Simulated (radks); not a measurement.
The nuclear charge of the bromine ion Br2+ is varied continuously with 33 electrons held in [Ar] 3d10 4s2 4p3. Calculated with a radial shooting solver on a logarithmic mesh with Libxc functionals: scalar-relativistic Kohn-Sham, r2SCAN, spin-unpolarised, spherical densities, finite nucleus; meta-GGA in the generalised Kohn-Sham scheme; Fermi nuclear charge, rms radius 4.1629 fm. By the Hellmann-Feynman theorem dE/dZ = E(electron-nucleus)/Z, the electronic potential at the nucleus (averaged over a nucleus of fixed radius). The scalar-relativistic energy here is not variational (the density holds large components alone), so the two differ by a part that grows with Z.

Z = 34.5: E (hartree) -2516.88190; E(electron-nucleus)/Z (hartree) -175.309; HOMO 4p; e(HOMO) (eV) -21.770; <r> HOMO (bohr) 1.965
Z = 35: E (hartree) -2605.51545; E(electron-nucleus)/Z (hartree) -178.687; HOMO 4p; e(HOMO) (eV) -28.502; <r> HOMO (bohr) 1.847
Z = 35.5: E (hartree) -2695.84537; E(electron-nucleus)/Z (hartree) -182.066; HOMO 4p; e(HOMO) (eV) -35.798; <r> HOMO (bohr) 1.747
Z = 36: E (hartree) -2787.87239; E(electron-nucleus)/Z (hartree) -185.446; HOMO 4p; e(HOMO) (eV) -43.636; <r> HOMO (bohr) 1.660

The central difference of E at Z = 35 is -178.963 hartree, to compare with the third column; the second derivative is -6.79 hartree.
